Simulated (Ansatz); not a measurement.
C₅H₁₀Br₂ (`CC(Br)C(C)(C)Br`). The species carries charge 0 and has multiplicity 1. Correlated methods include outer-core shells of Br, which these sets cover unevenly. Scalar relativity is left out up to krypton.

```xyz
17

C     0.6946   -1.8993   -0.4602
C     0.8603   -0.3986   -0.4749
Br    2.3052    0.0475    0.8023
C    -0.3789    0.4355   -0.1444
C    -0.1106    1.9258   -0.1842
C    -1.0815    0.0225    1.1298
Br   -1.6310    0.0750   -1.6603
H     1.6252   -2.3791   -0.7622
H     0.4358   -2.2623    0.5346
H    -0.0914   -2.1927   -1.1588
H     1.2616   -0.0581   -1.4285
H     0.5180    2.2065    0.6632
H     0.4005    2.2131   -1.1042
H    -1.0482    2.4780   -0.1210
H    -1.9615    0.6451    1.2922
H    -1.3993   -1.0189    1.1037
H    -0.3986    0.1602    1.9729
```

(1) Give the diagnostics of a CCSD(T)/def2-TZVPP run (frozen core, Ansatz 0.2.0). (Estimate.)

Answers

(1) The calculation gave: T1 = 0.0086, largest single amplitude 0.013, largest double 0.042, (T) share of the correlation energy 3.9 %, 8 CCSD cycles. The RHF solution is stable towards an unrestricted one. T1 lies under the customary mark of 0.02 for closed shells.
